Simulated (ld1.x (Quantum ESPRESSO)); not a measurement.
## Building the TM potential for helium (LDA (PZ), scalar-relativistic).

Input for ld1.x (Quantum ESPRESSO) 7.5:

```
&input
   title='He', zed=2., rel=1, dft='PZ', iswitch=3,
   config='1s1 2p-2',
   nld=2, rlderiv=0.90, eminld=-5.0, emaxld=5.0, deld=0.02
 /
 &inputp
   pseudotype=2, tm=.true., lloc=0,
   nlcc=.false.,
   file_pseudopw='He.UPF', file_wfcaegen='ae.wfc', file_wfcncgen='nc.wfc', file_beta='beta', file_chi='chi'
 /
2
2P  2  1  -2.00   0.35  0.75  0.75  0.0
1S  1  0   1.00   0.00  0.80  0.80  0.0
 &test
   configts(1)='1s1'
 /
```

Command:

```bash
ld1.x < He.in > He.out
```

Resulting log (shortened: banner, matrices, multipoles, cross overlaps and the repeated all-electron block are left out):

```
Program LD1 v.7.5
     --------------------------- All-electron run ----------------------------

     He
     scalar relativistic calculation

     atomic number is  2.00
     dft =PZ   lsd =0 sic =0 latt =0  beta=0.20 tr2=1.0E-14
     Exchange-correlation= PZ
                           (   1   1   0   0   0   0   0)
     mesh = 985 r(mesh) = 100.16840 a.u. xmin = -7.00 dx = 0.01250
     1 Ry =  13.60569312 eV, c = 137.03599908

     n l     nl                  e(Ry)          e(Ha)          e(eV)
     1 0     1S 1( 1.00)        -2.8212        -1.4106       -38.3847

     final scf error:  4.6E-16 reached in  11 iterations

     Etot =      -3.722207 Ry,      -1.861104 Ha,     -50.643209 eV

     Ekin =       3.656284 Ry,       1.828142 Ha,      49.746280 eV
     Encl =      -7.646618 Ry,      -3.823309 Ha,    -104.037541 eV
     Eh   =       1.184292 Ry,       0.592146 Ha,      16.113119 eV
     Exc  =      -0.916166 Ry,      -0.458083 Ha,     -12.465067 eV

     normalization and overlap integrals

     s(1S/1S) =  1.000000  <r> =   0.7952  <r2> =    0.8523  r(max) =   0.5191

     ------------------------ End of All-electron run ------------------------

     --------------------- Generating NC pseudopotential ---------------------

      Generating local pot.: lloc=0, matching radius rcloc =   0.8000

      Wfc   2P  rcut= 0.746  Using Troullier-Martins method

     ------------------- End of pseudopotential generation -------------------

     Computing logarithmic derivative in   0.90540
     Computing logarithmic derivative in   0.90540
     Computing the partial wave expansion
       no projector for channel:   0
     R is outside the sphere for l=    1 j= 0.00

     ---------------------- Testing the pseudopotential ----------------------

     He
     scalar relativistic calculation

     atomic number is  2.00   valence charge is  2.00
     dft =PZ   lsd =0 sic =0 latt =0  beta=0.20 tr2=1.0E-14
     mesh = 985 r(mesh) = 100.16840 xmin = -7.00 dx = 0.01250

     n l     nl             e AE (Ry)        e PS (Ry)    De AE-PS (Ry)
     1 0     1S   1( 1.00)       -2.82122       -2.82125        0.00003

     eps = 3.2E-15  iter =  9

     Etot =      -3.722207 Ry,      -1.861104 Ha,     -50.643209 eV
     Etotps =    -3.717295 Ry,      -1.858647 Ha,     -50.576374 eV

     Ekin =       3.459294 Ry,       1.729647 Ha,      47.066088 eV
     Encl =      -7.444420 Ry,      -3.722210 Ha,    -101.286491 eV
     Ehrt =       1.177114 Ry,       0.588557 Ha,      16.015449 eV
     Ecxc =      -0.909283 Ry,      -0.454641 Ha,     -12.371420 eV

     ---------------------- End of pseudopotential test ----------------------
```

Generation and configuration tests took about 0.38 s on one core of a shared server CPU.
